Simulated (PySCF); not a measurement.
C₃H₁₁NSi. Atoms are numbered in the order given.

```xyz
16

Si     1.8250     0.3634     0.2357
N      0.4098    -0.6183     0.0322
C     -0.9712    -0.2145     0.2415
C     -1.1915     1.2057    -0.2576
C     -1.9053    -1.1937    -0.4552
H      1.9168     1.0643     1.5625
H      1.9380     1.4239    -0.8122
H      2.9825    -0.5730     0.1140
H      0.5540    -1.6123     0.1743
H     -1.2218    -0.2251     1.3248
H     -2.2320     1.5191    -0.0881
H     -0.5441     1.9278     0.2669
H     -0.9756     1.2751    -1.3355
H     -2.9596    -0.9298    -0.2818
H     -1.7153    -1.1956    -1.5400
H     -1.7532    -2.2194    -0.0820
```
Charge 0, spin multiplicity 1.

Geometry optimised at PBE0-D3(BJ)/def2-SVP. One conformer was computed; it need not be the lowest.

Computed with PySCF with HF/def2-TZVP.

Gas-phase values at a fixed geometry.

```yaml
total_energy: -463.48087 hartree
highest_occupied_level: -10.05 eV
lowest_empty_level: 3.30 eV
orbital_gap: 13.35 eV
dipole_moment: 1.28 D
quadrupole, principal values (traceless, Buckingham form, about the centre of nuclear charge): -2.32, -0.89, 3.21 D·Å
mean_static_polarisability: 67.2 bohr³ (9.96 Å³)
polarisability_principal_values: 60.4, 65.9, 75.4 bohr³
```
